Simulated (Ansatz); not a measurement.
The cluster Rb₃H₃⁺, relaxed as a doublet with UKS PBE0-D4/def2-TZVP in Ansatz, starting from the GFN2-xTB geometry. Force threshold 0.02 eV/Å.

In the def2 sets Rb takes a core potential; there is no spin–orbit coupling. In the doublet, H5 and H6 lie 0.75 Å apart (atoms count from 1), so H2 has formed as a molecule. The relaxation made no stability test and no search for a lower SCF solution. Another isomer (doublet) lies 0.03 eV lower at PBE0-D4/def2-TZVP; other spin states weren't run for this one.

Start:

| atom | x (Å) | y (Å) | z (Å) |
| --- | --- | --- | --- |
| Rb1 | -0.704 | -2.349 | 2.218 |
| Rb2 | 1.663 | -0.234 | -0.337 |
| Rb3 | -2.390 | -2.920 | -2.982 |
| H4 | 0.844 | -0.801 | 1.720 |
| H5 | 0.200 | 2.759 | -0.294 |
| H6 | 0.387 | 3.544 | -0.326 |

```tsv
step	energy (eV)	largest force component (eV/Å)	SCF passes
1	-2010.5204	1.461	16
2	-2010.8262	0.251	17
3	-2010.8688	0.110	17
4	-2010.8844	0.622	17
5	-2010.9030	0.063	17
6	-2010.9081	0.014	16
7	-2010.9089	0.013	13
8	-2010.9094	0.065	14
9	-2010.9098	0.066	13
10 (rejected)	-2010.9091	0.444	17
11	-2010.9111	0.054	13
12	-2010.9126	0.221	17
13	-2010.9132	0.331	14
14	-2010.9148	0.206	13
15	-2010.9167	0.115	16
16	-2010.9230	0.037	16
17	-2010.9296	0.115	16
18	-2010.9322	0.150	13
19	-2010.9432	0.506	17
20	-2010.9453	0.442	12
21	-2010.9575	0.147	17
22	-2010.9706	0.121	16
23	-2010.9822	0.373	17
24	-2010.9962	0.115	14
25	-2011.0069	0.028	13
26	-2011.0145	0.067	16
27 (rejected)	-2011.0056	0.226	16
28	-2011.0198	0.019	14
29	-2011.0235	0.019	12
```

Force components are those of the run's own axes.

End:

Cartesian coordinates in Å:
```
Rb -0.972 -1.628 1.172
Rb 3.324 1.035 0.665
Rb -3.828 -3.655 -2.778
H 1.213 -0.267 1.007
H 0.215 1.919 0.106
H 0.047 2.597 -0.171
```

By distances, no bond broke or formed, bridged metal pairs apart. The bond that changes most is Rb1–H4, from 2.25 to 2.58 Å (atoms count from 1). Metal–metal contacts that move far: Rb1–Rb2 4.08 to 5.08 Å.

The force fell under the threshold at step 6, but the optimiser went on and released 0.115 eV more. No frequencies were taken in this run, so the end may be a saddle point.

Hardware: 4 threads of Arm Neoverse V2 on a shared host. Wall time 52 s.
